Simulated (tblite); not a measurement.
Species: C3H8SSi.
Atom-mapped SMILES: `[CH2:1]=[CH:2][SiH2:3][S:4][CH3:5]` (hydrogens: H6, H7 on C1; H8 on C2; H9, H10 on Si3; H11, H12, H13 on C5)

Computed with GFN2-xTB (tblite), gas phase: L-BFGS steps from a force-field or distance-geometry start until the largest atomic force falls under 0.01 eV/Å.

Step 12: E = -420.4164 eV
```
atom  x, y, z in Å  |  force x, y, z in eV/Å
C1     -2.0972   -0.2685    0.3188   -0.035  -0.005   0.017
C2     -1.3090   -0.4282   -0.7333   -0.017  -0.004   0.017
Si3     0.0717    0.7426   -1.2364    0.090  -0.024  -0.016
S4      1.9591   -0.1926   -0.7697   -0.001   0.012  -0.001
C5      1.8810   -0.2527    1.0495   -0.013   0.003   0.011
H6     -2.0169    0.5936    0.9629   -0.015  -0.021  -0.001
H7     -2.8643   -0.9825    0.5804    0.012   0.021   0.022
H8     -1.4374   -1.3167   -1.3435    0.010   0.021   0.021
H9      0.0335    2.0143   -0.5185   -0.037  -0.023   0.038
H10     0.1304    0.8987   -2.6785    0.016   0.013  -0.054
H11     1.7873    0.7536    1.4467   -0.002   0.004  -0.014
H12     1.0438   -0.8660    1.3710   -0.005   0.006  -0.049
H13     2.8137   -0.6952    1.3826   -0.004  -0.003   0.010
```

Step 13: E = -420.4172 eV
```
atom  x, y, z in Å  |  force x, y, z in eV/Å
C1     -2.0982   -0.2683    0.3194   -0.039  -0.003   0.035
C2     -1.3089   -0.4273   -0.7319   -0.032  -0.017   0.015
Si3     0.0713    0.7410   -1.2381    0.136  -0.017  -0.004
S4      1.9621   -0.1915   -0.7705   -0.027   0.024   0.000
C5      1.8807   -0.2518    1.0490   -0.018  -0.001   0.002
H6     -2.0185    0.5934    0.9636   -0.011  -0.010   0.002
H7     -2.8652   -0.9823    0.5834    0.025   0.024   0.004
H8     -1.4364   -1.3150   -1.3421    0.002  -0.007   0.008
H9      0.0317    2.0095   -0.5158   -0.035  -0.009   0.037
H10     0.1356    0.8993   -2.6796    0.006   0.011  -0.052
H11     1.7870    0.7552    1.4459   -0.005  -0.020  -0.018
H12     1.0418   -0.8663    1.3656    0.013   0.025  -0.040
H13     2.8128   -0.6954    1.3832   -0.014   0.001   0.012
```

Step 14: E = -420.4180 eV
```
atom  x, y, z in Å  |  force x, y, z in eV/Å
C1     -2.1000   -0.2682    0.3206   -0.024   0.003   0.037
C2     -1.3094   -0.4264   -0.7299   -0.028  -0.020   0.007
Si3     0.0727    0.7384   -1.2401    0.132  -0.002   0.005
S4      1.9655   -0.1896   -0.7716   -0.029   0.026   0.001
C5      1.8801   -0.2506    1.0479   -0.014  -0.005  -0.014
H6     -2.0208    0.5932    0.9646   -0.007   0.009   0.011
H7     -2.8662   -0.9818    0.5876    0.026   0.016  -0.013
H8     -1.4354   -1.3133   -1.3401   -0.009  -0.036  -0.003
H9      0.0291    2.0033   -0.5115   -0.030   0.000   0.030
H10     0.1431    0.9000   -2.6817   -0.005   0.006  -0.034
H11     1.7863    0.7569    1.4446   -0.011  -0.039  -0.018
H12     1.0393   -0.8661    1.3578    0.022   0.038  -0.022
H13     2.8112   -0.6955    1.3840   -0.024   0.005   0.012
```

Step 15: E = -420.4186 eV
```
atom  x, y, z in Å  |  force x, y, z in eV/Å
C1     -2.1015   -0.2679    0.3220    0.005   0.010   0.020
C2     -1.3101   -0.4259   -0.7281   -0.005  -0.012  -0.004
Si3     0.0756    0.7362   -1.2414    0.075   0.010   0.008
S4      1.9680   -0.1873   -0.7726   -0.003   0.014  -0.001
C5      1.8795   -0.2496    1.0465   -0.005  -0.006  -0.026
H6     -2.0228    0.5933    0.9657   -0.003   0.023   0.017
H7     -2.8668   -0.9813    0.5909    0.017   0.004  -0.021
H8     -1.4349   -1.3127   -1.3385   -0.017  -0.044  -0.001
H9      0.0266    1.9982   -0.5075   -0.024   0.001   0.020
H10     0.1497    0.9007   -2.6837   -0.012   0.001  -0.007
H11     1.7855    0.7577    1.4432   -0.015  -0.038  -0.012
H12     1.0374   -0.8654    1.3509    0.013   0.035  -0.003
H13     2.8094   -0.6955    1.3847   -0.025   0.004   0.011
```

Q: Estimate the geometry and energy of step 16. (The exact step hangs on the optimiser's Hessian estimate; all steps are aligned on step 15, rigid shifts and turns removed.)

A: E = -420.4189 eV, largest force 0.039 eV/Å
```
atom  x, y, z in Å  |  force x, y, z in eV/Å
C1     -2.1020   -0.2676    0.3230    0.025   0.013   0.000
C2     -1.3106   -0.4259   -0.7274    0.014  -0.004  -0.009
Si3     0.0782    0.7353   -1.2418    0.013   0.012   0.006
S4      1.9691   -0.1860   -0.7731    0.025   0.001  -0.006
C5      1.8792   -0.2493    1.0453    0.002  -0.005  -0.026
H6     -2.0237    0.5939    0.9665    0.000   0.022   0.015
H7     -2.8667   -0.9810    0.5920    0.009  -0.001  -0.020
H8     -1.4350   -1.3133   -1.3378   -0.018  -0.034   0.008
H9      0.0251    1.9960   -0.5052   -0.019  -0.001   0.014
H10     0.1526    0.9010   -2.6847   -0.014  -0.001   0.010
H11     1.7848    0.7573    1.4423   -0.016  -0.023  -0.007
H12     1.0367   -0.8644    1.3477   -0.003   0.021   0.006
H13     2.8081   -0.6954    1.3852   -0.018   0.000   0.010
```

The energy changes by -0.0003 eV. The first-order estimate −F·Δx gives -0.0004 eV and the mean of the old and new forces, exact on a quadratic surface, -0.0003 eV. The step makes an angle of 62° with the force vector and moves no atom by more than 0.004 Å.

What follows is the cost of the whole relaxation. Hardware: one thread of an Intel Xeon 6975P-C (shared host). Cost: 0.3 s of wall time.
